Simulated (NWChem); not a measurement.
System: SbH₂ cation

Input file for NWChem:

```
start job
memory heap 200 mb stack 900 mb global 1100 mb
charge 1
geometry units angstroms noautosym nocenter noautoz
  Sb     0.000000     0.000000     0.059195
  H      1.221276     0.000000    -1.174753
  H     -1.221276     0.000000    -1.174753
end
basis spherical
  * library def2-svpd
end
ecp
  Sb library def2-ecp
end
dft
  xc pbe0
  iterations 150
end
property
  response 1 0.0428
end
task dft property
```

Parts of the log:

```
             Northwest Computational Chemistry Package (NWChem) 7.3.0
             --------------------------------------------------------

                             Geometry "geometry" -> ""
                             -------------------------

 Output coordinates in angstroms (scale by  1.889725989 to convert to a.u.)

  No.       Tag          Charge          X              Y              Z
 ---- ---------------- ---------- -------------- -------------- --------------
    1 Sb                  51.0000     0.00000000     0.00000000     0.05919500
    2 H                    1.0000     1.22127600     0.00000000    -1.17475300
    3 H                    1.0000    -1.22127600     0.00000000    -1.17475300

 Effective nuclear repulsion energy (a.u.)      31.3065567436

                                 NWChem DFT Module
                                 -----------------

 Summary of "ao basis" -> "ao basis" (spherical)
 ------------------------------------------------------------------------------
       Tag                 Description            Shells   Functions and Types
 ---------------- ------------------------------  ------  ---------------------
 Sb                        def2-svpd                12       32   5s4p3d
 H                         def2-svpd                 4        8   2s2p

            General Information
            -------------------
          SCF calculation type: DFT
          Wavefunction type:  closed shell.
          No. of atoms     :     3
          No. of electrons :    24
           Alpha electrons :    12
            Beta electrons :    12
          Charge           :     1
          Spin multiplicity:     1
          Use of symmetry is: off; symmetry adaption is: off
          Maximum number of iterations: 150
          AO basis - number of functions:    48
                     number of shells:    20
          Convergence on energy requested:  1.00D-06
          Convergence on density requested:  1.00D-05
          Convergence on gradient requested:  5.00D-04

              XC Information
              --------------
                         PBE0 Method XC Functional
                     Hartree-Fock (Exact) Exchange  0.250
          PerdewBurkeErnzerhof Exchange Functional  0.750
            Perdew 1991 LDA Correlation Functional  1.000 local
           PerdewBurkeErnz. Correlation Functional  1.000 non-local

             Grid Information
             ----------------
          Grid used for XC integration:  medium
          Radial quadrature: Mura-Knowles
          Angular quadrature: Lebedev.
          Tag              B.-S. Rad. Rad. Pts. Rad. Cut. Ang. Pts.
          ---              ---------- --------- --------- ---------
          Sb                  1.45      123           8.0       590
          H                   0.35       45           9.0       434
          Grid pruning is: on
          Number of quadrature shells:   213
          Spatial weights used:  Erf1

      Superposition of Atomic Density Guess
      -------------------------------------

 Sum of atomic energies:        -278.60704289

 Renormalizing density from      25.00 to     24

      Non-variational initial energy
      ------------------------------

 Total energy =    -237.428251
 1-e energy   =    -430.745109
 2-e energy   =     179.079271
 HOMO         =      -0.671918
 LUMO         =      -0.528923

   convergence    iter        energy       DeltaE   RMS-Dens  Diis-err
 ---------------- ----- ----------------- --------- --------- ---------
 d= 0,ls=0.0,diis     1   -241.0295777075 -2.55D+02  3.09D-02  8.65D-01
 d= 0,ls=0.0,diis     2   -241.0670909366 -3.75D-02  1.43D-02  2.45D-01
 d= 0,ls=0.0,diis     3   -241.0904535832 -2.34D-02  1.60D-03  2.83D-03
 d= 0,ls=0.0,diis     4   -241.0911016544 -6.48D-04  1.59D-04  3.32D-05
 d= 0,ls=0.0,diis     5   -241.0911094233 -7.77D-06  3.19D-05  9.64D-07
 d= 0,ls=0.0,diis     6   -241.0911095620 -1.39D-07  1.70D-06  1.32D-09

         Total DFT energy =     -241.091109561986
      One electron energy =     -441.929450812509
           Coulomb energy =      206.421389367724
    Exchange-Corr. energy =      -19.820636083506
 Nuclear repulsion energy =       14.237587966304

 Numeric. integr. density =       23.999979476867

                       DFT Final Molecular Orbital Analysis
                       ------------------------------------

 Vector   10  Occ=2.000000D+00  E=-8.478085D-01
              MO Center=  8.3D-09,  5.0D-09, -3.0D-01, r^2= 1.6D+00
   Bfn.  Coefficient  Atom+Function         Bfn.  Coefficient  Atom+Function
  ----- ------------  ---------------      ----- ------------  ---------------
     3      0.874649  1 Sb s                  1     -0.385516  1 Sb s
     2     -0.254023  1 Sb s                  4      0.165109  1 Sb s
    33      0.154907  2 H  s                 41      0.154907  3 H  s
    14     -0.094813  1 Sb pz                34      0.037601  2 H  s
    42      0.037601  3 H  s                 11      0.036173  1 Sb pz

 Vector   11  Occ=2.000000D+00  E=-6.001897D-01
              MO Center= -1.4D-08,  4.0D-10, -6.6D-01, r^2= 2.3D+00
   Bfn.  Coefficient  Atom+Function         Bfn.  Coefficient  Atom+Function
  ----- ------------  ---------------      ----- ------------  ---------------
    12      0.466588  1 Sb px                33      0.301254  2 H  s
    41     -0.301254  3 H  s                 15      0.171987  1 Sb px
     9     -0.166558  1 Sb px                34      0.154731  2 H  s
    42     -0.154731  3 H  s                  6     -0.134697  1 Sb px
    21     -0.105086  1 Sb d  1              26      0.077594  1 Sb d  1

 Vector   12  Occ=2.000000D+00  E=-5.520998D-01
              MO Center=  9.5D-09, -6.5D-10, -2.5D-02, r^2= 2.5D+00
   Bfn.  Coefficient  Atom+Function         Bfn.  Coefficient  Atom+Function
  ----- ------------  ---------------      ----- ------------  ---------------
    14      0.509005  1 Sb pz                 3      0.415460  1 Sb s
     4      0.249365  1 Sb s                 33     -0.229892  2 H  s
    41     -0.229892  3 H  s                 17      0.224807  1 Sb pz
    11     -0.180512  1 Sb pz                 1     -0.166671  1 Sb s
    34     -0.147553  2 H  s                 42     -0.147553  3 H  s

 Vector   13  Occ=0.000000D+00  E=-4.073214D-01
              MO Center=  4.2D-09,  8.6D-10,  1.2D-02, r^2= 2.4D+00
   Bfn.  Coefficient  Atom+Function         Bfn.  Coefficient  Atom+Function
  ----- ------------  ---------------      ----- ------------  ---------------
    13      0.675639  1 Sb py                16      0.452399  1 Sb py
    10     -0.230039  1 Sb py                 7     -0.185073  1 Sb py

 Vector   14  Occ=0.000000D+00  E=-2.389083D-01
              MO Center=  2.7D-09,  5.6D-10, -6.8D-02, r^2= 3.7D+00
   Bfn.  Coefficient  Atom+Function         Bfn.  Coefficient  Atom+Function
  ----- ------------  ---------------      ----- ------------  ---------------
    15      0.626188  1 Sb px                12      0.480779  1 Sb px
    34     -0.445818  2 H  s                 42      0.445818  3 H  s
    33     -0.260337  2 H  s                 41      0.260337  3 H  s
     9     -0.155407  1 Sb px                26     -0.155632  1 Sb d  1
    21      0.152761  1 Sb d  1              31     -0.144468  1 Sb d  1

 Vector   15  Occ=0.000000D+00  E=-2.032099D-01
              MO Center= -1.3D-08, -2.0D-09, -2.9D-01, r^2= 5.0D+00
   Bfn.  Coefficient  Atom+Function         Bfn.  Coefficient  Atom+Function
  ----- ------------  ---------------      ----- ------------  ---------------
     4      0.776664  1 Sb s                  5     -0.777775  1 Sb s
     3      0.503153  1 Sb s                 17     -0.474203  1 Sb pz
    34     -0.436973  2 H  s                 42     -0.436973  3 H  s
    14     -0.404350  1 Sb pz                33     -0.224263  2 H  s
    41     -0.224263  3 H  s                  1     -0.175360  1 Sb s

     Multipole analysis of the density
     ---------------------------------

     L   x y z        total         alpha         beta         nuclear
     -   - - -        -----         -----         ----         -------
     0   0 0 0      1.000000    -12.000000    -12.000000     25.000000

     1   1 0 0     -0.000000     -0.000000     -0.000000      0.000000
     1   0 1 0     -0.000000     -0.000000     -0.000000      0.000000
     1   0 0 1     -0.134442      0.866324      0.866324     -1.867089

     2   2 0 0    -16.412436    -13.532514    -13.532514     10.652592
     2   1 1 0     -0.000000     -0.000000     -0.000000      0.000000
     2   1 0 1     -0.000000     -0.000000     -0.000000      0.000000
     2   0 2 0    -14.431985     -7.215992     -7.215992      0.000000
     2   0 1 1      0.000000      0.000000      0.000000      0.000000
     2   0 0 2    -17.292483    -13.718371    -13.718371     10.144259

 *** CALLING NEW AORESP DRIVER FOR CLOSED AND OPEN SHELLS ***
 Entering AOResponse driver routine

--------------------------------------------------------------------------------

          -----------------------------------------------
          Solving response equations for perturbing field
          -----------------------------------------------

 number of frequencies:     1
 frequency in a.u.:  0.4280000E-01
 Perturbing field: electric
 Using El. Dipole Length Gauge

 Setting up CPKS with frequency omega =      0.04280000 a.u.

                            NWChem Dynamic CPHF Module
                            --------------------------

    scftype = RHF
    nclosed =   12
      nopen =    0
  variables =      864
  num. vecs =        3
  tolerance =   1.0D-04
  max. iter =   50

 SCF residual:    7.3250718730756649E-006

Iterative solution of linear equations
  No. of variables      864
  No. of equations        3
  Maximum subspace       30
       Convergence  1.0D-04

   iter   nsub   residual    time
   ----  ------  --------  ---------
     1      3    3.89D+00       3.5
     2      6    5.64D-01       4.6
     3      9    1.15D-01       5.7
     4     12    1.44D-02       6.9
     5     15    1.76D-03       8.1
     6     18    3.26D-04       9.1
     7     21    1.23D-05      10.2

 Electric Dipole Response Matrix (nonzero elements):

              1        2        3
    1   35.1466  -0.0000  -0.0000
    2   -0.0000  25.3777  -0.0000
    3   -0.0000  -0.0000  34.3228

 ------------------------------------------
 average:        31.61569 + I       0.00000

 DFT Linear Response polarizability / au
 Frequency  =       0.0428000 / au
 Wavelength =    1064.5643224 / nm
              X              Y              Z
 -----------------------------------------------
 X      35.1465692     -0.0000000     -0.0000002
 Y      -0.0000000     25.3777001     -0.0000001
 Z      -0.0000002     -0.0000001     34.3228040
 -----------------------------------------------
 Eigenvalues =      35.1465692     25.3777001     34.3228040
 Isotropic   =      31.6156911
 Anisotropic =       9.3841429
 -----------------------------------------------

 Magnetic Dipole Response Matrix (nonzero elements):

 Exiting AOResponse driver routine
```

Level: PBE0/def2-SVPD with def2 effective core potentials on Sb. All runs use the structure optimised with PBE-D3(BJ)/def2-SVP. def2 effective core potentials on Sb; no spin-orbit coupling.
